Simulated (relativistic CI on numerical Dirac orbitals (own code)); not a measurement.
## Ni³⁺ in a cubic cluster: L2,3 absorption with charge transfer

Computed with a charge-transfer multiplet model of a cubic metal-ligand cluster with up to 2 ligand holes, Slater and spin-orbit integrals from Dirac-Coulomb-Breit ions, Slater integrals scaled by 0.7. The ground state mixes d7 with configurations of k ligand holes L, whose averages lie at kΔ + k(k − 1)U_dd/2; a core hole lowers each added d electron by U_cd. 20 K, Lorentzian 0.4 eV and Gaussian 0.3 eV FWHM.

Atomic integrals in eV (Slater integrals scaled, ζ unscaled), ground: F2dd 9.255, F4dd 5.778, zeta_d 0.089; with the core hole: F2dd 9.781, F4dd 6.109, zeta_d 0.114, zeta_core 11.406, F2cd 5.866, G1cd 4.475, G3cd 2.546.

Cluster parameters (eV): Δ = -0.7, U_cd = 8.4, 10Dq = 1.85, 10Dq(ligand) = 1.2, V(eg) = 2.55, V(t2g) = -1.32, final-state hopping factor = 1.

| Case | n_d | d7 | d8L | d9L2 | S |
| --- | --- | --- | --- | --- | --- |
| U_dd = 5.2 eV | 7.85 | 0.28 | 0.59 | 0.13 | 0.50 |
| U_dd = 5.9 eV | 7.83 | 0.29 | 0.59 | 0.12 | 0.50 |
| U_dd = 7.3 eV | 7.79 | 0.31 | 0.60 | 0.09 | 0.50 |
| U_dd = 8 eV | 7.77 | 0.31 | 0.60 | 0.09 | 0.50 |
| U_dd = 9.4 eV | 7.75 | 0.33 | 0.60 | 0.07 | 0.51 |

Weights, n_d and S are thermal averages at 20 K. Photon energies count from the first peak over 30 % of the highest in each spectrum, which can be another peak from case to case. The parameters are a model scan and need not match a compound or its usual spin state. Peaks in eV (height, largest 100):
- U_dd = 5.2 eV: 0.0 (100), 7.0 (15), 17.4 (58), 24.0 (7)
- U_dd = 5.9 eV: 0.0 (100), 7.3 (8), 17.4 (61)
- U_dd = 7.3 eV: 0.0 (100), 2.2 (6), 16.7 (19), 17.5 (62)
- U_dd = 8 eV: 0.0 (100), 0.5 (77), 2.1 (7), 16.6 (20), 17.5 (61)
- U_dd = 9.4 eV: 0.0 (32), 1.0 (100), 1.6 (81), 3.0 (10), 4.0 (6), 17.4 (21), 18.5 (60)

For the case U_dd = 7.3 eV, Δ = -0.7 eV is smaller than U_dd = 7.3 eV, the charge-transfer side of the Zaanen-Sawatzky-Allen scheme (negative Δ: between configuration averages a ligand hole costs less than the nominal valence; multiplet and field energies can change this for the lowest states). With the core hole the configuration with one ligand hole lies at Δ + U_dd − U_cd = -3.9, -3.2, -1.8, -1.1, 0.3 eV from the one without, in the order of the table; where this is negative the screened configuration lies lower, though the effective hopping of about 3.8 eV (from the holes of the mixed ground state) mixes the two strongly wherever it is as large as the gap.
